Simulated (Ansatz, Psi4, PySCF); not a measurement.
System: C3H6O2, net charge 0, singlet state. SMILES: CCOC=O
Structure (B3LYP-D3(BJ)/def2-TZVP (Ansatz, a program for electronic structure) minimum search):
```
C
H 1 1.0907
H 1 1.0907 2 107.81
O 1 1.4497 2 108.43 3 -117.21
C 4 1.3360 1 116.26 2 58.40
O 5 1.1996 4 126.06 1 0.00
H 5 1.0986 6 124.78 4 180.00
C 1 1.5097 2 112.21 3 124.05
H 8 1.0905 1 110.97 2 179.56
H 8 1.0905 9 108.48 1 122.15
H 8 1.0913 9 108.35 10 117.43
```
Charge 0, spin multiplicity 1.

Property: vertical triplet-singlet gap, E(triplet) - E(singlet), in eV. Set-up: UHF or UKS for open shells; 6-31G* and kin with 6d, 5d where marked; spin-orbit terms left out; frozen cores in correlated levels; each state is the SCF solution reached for its charge and spin; non-relativistic; no dispersion term unless named; 6-311+G** with 5d. Ab initio and DFT rows: single points at B3LYP-D3(BJ) geometries (Ansatz). Levels can end on unlike triplets.

| level | program | vertical triplet-singlet gap, E(triplet) - E(singlet) (eV) |
|---|---|---|
| HF/6-31G* | Ansatz | 4.50 |
| HF/6-311+G** | Ansatz | 4.40 |
| PBE/6-31G* | Ansatz | 5.49 |
| PBE/6-311+G** | Ansatz | 5.35 |
| B3LYP/STO-3G | Ansatz | 4.88 |
| B3LYP/3-21G | Ansatz | 5.34 |
| B3LYP/6-31G* | Ansatz | 5.41 |
| B3LYP/6-311+G** | Ansatz | 5.30 |
| M06-2X/6-31G* (5d) | PySCF | 5.58 |
| wB97X-D/6-31G* | Psi4 | 6.21 |
| MP2/6-31G* | Ansatz | 6.15 |
| MP2/6-311+G** | Ansatz | 6.01 |
| PBE0/def2-TZVPD | Ansatz | 5.20 |

No value to compare with is used here. The 12 habitual levels span 4.40 (HF/6-311+G**) to 6.21 eV (wB97X-D/6-31G*); PBE0/def2-TZVPD gives 5.20.

The levels are drawn from those run, B3LYP/6-31G* more often than the rest, none by its result; left out are runs that failed, that the program found above a lower state of the same kind, or whose <S^2> lies over 0.5 above the pure value.
